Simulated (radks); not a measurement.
The numbers below are computed, except where a source is named.
Species: Zr. Configuration: [Kr] 4d2 5s2. Code: a radial shooting solver on a logarithmic mesh with Libxc functionals. Model: scalar-relativistic Kohn-Sham, BLYP, spin-polarised, spherical densities, finite nucleus; open shells are filled with parallel spins first (spin-orbit coupling, left out, can overturn this in heavy ions); Fermi nuclear charge, rms radius 4.2694 fm.

Unscreened Slater integrals over Kohn-Sham orbitals (cm^-1). They are taken over the spin-up orbitals.

integral,value
"F0(4d,4d)",88995
"F2(4d,4d)",42791
"F4(4d,4d)",27316
"F0(4d,5s)",63369
"G2(4d,5s)",17043
"F0(4d,4p)",107970
"F2(4d,4p)",48624
"G1(4d,4p)",58068
"G3(4d,4p)",34920
"F0(4d,4s)",111420
"G2(4d,4s)",39190
"F0(5s,5s)",53926
"F0(5s,4p)",68483
"G1(5s,4p)",4598.9
"F0(5s,4s)",69252
"G0(5s,4s)",2832.3
"F0(4p,4p)",144220
"F2(4p,4p)",75629
"F0(4p,4s)",152530
"G1(4p,4s)",102830
"F0(4s,4s)",162630

Derived for the open shells (J is the average intra-shell exchange parameter used in DFT+U). 4d: Racah B = F2/49 - 5 F4/441 = 563.6 cm^-1, C = 35 F4/441 = 2168 cm^-1, C/B = 3.85, F4/F2 = 0.638, J = (F2 + F4)/14 = 5008 cm^-1.
